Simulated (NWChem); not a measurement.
System: C$_{2}$H$_{6}$FNSi; SMILES [SiH]1(F)CNC1

```xyz
11

F      0.3494    -2.0258     0.0000
Si    -0.4247    -0.6033     0.0000
C      0.1662     0.7587     1.1740
N     -0.0333     1.6566     0.0000
C      0.1662     0.7587    -1.1740
H     -1.8778    -0.9119     0.0000
H     -0.4261     1.0557     2.0454
H      1.2183     0.6355     1.4833
H      0.5637     2.4821     0.0000
H      1.2183     0.6355    -1.4833
H     -0.4261     1.0557    -2.0454
```
Atoms are numbered in this order, from 1.

Results from NWChem. Pople sets run with spherical d functions. All runs use the structure optimised with B3LYP/6-31G* (spherical d). B3LYP is NWChem's, with the RPA form of VWN correlation. Level: B3LYP/6-31G* with SMD (1 M gas to 1 M solution), gas-phase geometry. Reactions with the solvent are ignored.

Q: Estimate the computed values for solvent water. Quantities: solvation free energy (kcal/mol); cavity-dispersion-structure term (kcal/mol); dipole in solution (D).

A: 
| Property | Result |
|---|---|
| solvation free energy (kcal/mol) | -1.2 |
| cavity-dispersion-structure term (kcal/mol) | 3.0 |
| dipole in solution (D) | 1.72 |
